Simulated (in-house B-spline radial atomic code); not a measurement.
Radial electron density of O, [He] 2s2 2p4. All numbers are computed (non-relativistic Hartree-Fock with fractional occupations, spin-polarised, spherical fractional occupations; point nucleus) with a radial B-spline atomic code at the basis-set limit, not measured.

Caution: exact exchange at fractional occupations of open shells leaves self-interaction of up to several eV.

Columns: r (bohr), 4πr²n(r) (electrons per bohr), bar.

```
 0.00805   0.2233 #
 0.00952   0.3051 ##
  0.0112   0.4111 ##
  0.0133   0.5607 ###
  0.0157   0.7519 ####
  0.0186    1.008 #####
  0.0219    1.325 #######
  0.0259    1.739 #########
  0.0306    2.253 ############
  0.0362    2.885 ###############
  0.0428    3.633 ###################
  0.0506    4.488 #######################
  0.0598    5.421 ############################
  0.0707    6.382 #################################
  0.0835    7.282 ######################################
  0.0987    8.023 #########################################
   0.117    8.483 ############################################
   0.138    8.534 ############################################
   0.163    8.128 ##########################################
   0.193    7.266 #####################################
   0.228    6.101 ###############################
   0.269    4.864 #########################
   0.318    3.807 ####################
   0.376    3.183 ################
   0.444    3.096 ################
   0.525    3.463 ##################
    0.62    4.043 #####################
   0.733    4.537 #######################
   0.866    4.691 ########################
    1.02    4.404 #######################
    1.21      3.7 ###################
    1.43    2.794 ##############
    1.69    1.887 ##########
       2    1.138 ######
    2.36   0.6271 ###
    2.79   0.3175 ##
     3.3   0.1538 #
     3.9  0.07434 
    4.61  0.03585 
    5.44  0.01676 
    6.43 0.007073
```

On this grid the curve has 2 maxima, near 0.138, 0.866 bohr.

The 2p up radial function P(r) = rR(r), positive near the nucleus:

| r (bohr) | P |
| --- | --- |
| 0.00805 | 0.0009664 |
| 0.0112 | 0.001847 |
| 0.0157 | 0.003566 |
| 0.0219 | 0.006772 |
| 0.0306 | 0.01278 |
| 0.0428 | 0.02385 |
| 0.0598 | 0.04365 |
| 0.0835 | 0.07793 |
| 0.117 | 0.1356 |
| 0.163 | 0.2243 |
| 0.228 | 0.3539 |
| 0.318 | 0.5197 |
| 0.444 | 0.7002 |
| 0.62 | 0.8437 |
| 0.866 | 0.8834 |
| 1.21 | 0.7785 |
| 1.69 | 0.5568 |
| 2.36 | 0.3072 |
| 3.3 | 0.1204 |
| 4.61 | 0.02993 |
| 6.43 | 0.003989 |
